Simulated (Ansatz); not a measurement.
Program: Ansatz. Geometries: PBE0-D4/def2-TZVP. ΔE: electronic, gas phase. CCSD(T)/CBS is the MP2 limit (def2-TZVPP, def2-QZVPP) plus CCSD(T) − MP2 in def2-TZVPP, frozen cores. Functionals use def2-TZVPP. B3LYP here is the variant with VWN-RPA as its local correlation; programs differ in this. def2 core potentials past Kr. For Sn outer-core shells are correlated without core-valence functions, which leaves a few kJ/mol of doubt a bond. Each species was taken in one conformer, which may not be the lowest.

Consider the redistribution: `[SiH3][SnH2][SiH3]` + `[SiH3][NH][AlH][Cl]` → `[SiH3][NH][SnH2][SiH3]` + `[SiH3][AlH][Cl]`.

`[SiH3][SnH2][SiH3]`:

Z-matrix (Å, degrees):
```
Si
Sn 1 2.563
H 1 1.487 2 109.8
H 1 1.487 2 111.0 3 120.3
H 1 1.487 2 109.8 3 -119.3
Si 2 2.563 1 111.1 3 60.0
H 2 1.711 1 109.6 3 -61.3
H 2 1.711 1 109.6 3 -178.7
H 6 1.487 2 109.8 1 59.9
H 6 1.487 2 109.8 1 -59.5
H 6 1.487 2 111.0 1 -179.8
```

`[SiH3][NH][AlH][Cl]`:

Z-matrix (Å, degrees):
```
Si
N 1 1.731
H 1 1.489 2 111.4
H 1 1.489 2 111.5 3 119.8
H 1 1.482 2 107.9 3 -120.1
Al 2 1.771 1 132.0 3 120.2
H 2 1.013 1 113.8 3 -59.8
Cl 6 2.093 2 118.8 1 -0.0
H 6 1.570 2 120.8 1 -180.0
```

`[SiH3][NH][SnH2][SiH3]`:

Cartesian coordinates in Å:
```
Si 0.710 -1.335 -1.448
N -0.605 -1.383 -0.356
Sn -1.019 -0.076 1.145
Si 0.326 2.060 0.713
H 1.756 -2.369 -1.194
H 0.281 -1.500 -2.866
H 1.349 0.003 -1.293
H -1.195 -2.202 -0.372
H -0.625 -0.823 2.638
H -2.714 0.165 1.108
H 0.069 2.560 -0.662
H 1.779 1.811 0.893
H -0.111 3.089 1.694
```

`[SiH3][AlH][Cl]`:

Z-matrix (Å, degrees):
```
Si
Al 1 2.446
H 1 1.490 2 110.2
H 1 1.490 2 110.2 3 118.9
H 1 1.489 2 112.2 3 -120.6
Cl 2 2.104 1 116.2 3 -59.8
H 2 1.581 1 127.5 3 120.1
```

```
             level  ΔE (kJ/mol)  difference from CCSD(T)/CBS
            PBE-D4        122.7                         -4.4
         r2SCAN-D4        133.0                          5.9
           PBE0-D4        126.2                         -0.9
          B3LYP-D4        129.3                          2.2
           ωB97X-V        125.0                         -2.1
           ωB97M-V        133.1                          6.0
            B2PLYP        132.3                          5.2
               PBE        124.1                         -3.0
            r2SCAN        133.4                          6.3
              PBE0        127.5                          0.4
             B3LYP        131.6                          4.5
     HF/def2-TZVPP        130.7                          3.6
    MP2/def2-TZVPP        135.3                          8.2
SCS-MP2/def2-TZVPP        130.7                          3.6
   CCSD/def2-TZVPP        128.6                          1.5
CCSD(T)/def2-TZVPP        127.5                          0.4
     HF/def2-QZVPP        130.2                          3.1
    MP2/def2-QZVPP        134.9                          7.8
SCS-MP2/def2-QZVPP        130.5                          3.4
      HF/CBS(def2)        130.1                          3.0
     MP2/CBS(def2)        135.0                          7.9
    CCSD/CBS(def2)        128.3                          1.2
       CCSD(T)/CBS        127.1                            0
```

Largest T1 diagnostic among the species: 0.013.

From PBE to PBE0 (25 % exact exchange), in def2-TZVPP and without D4, ΔE moves by +3.3 kJ/mol.
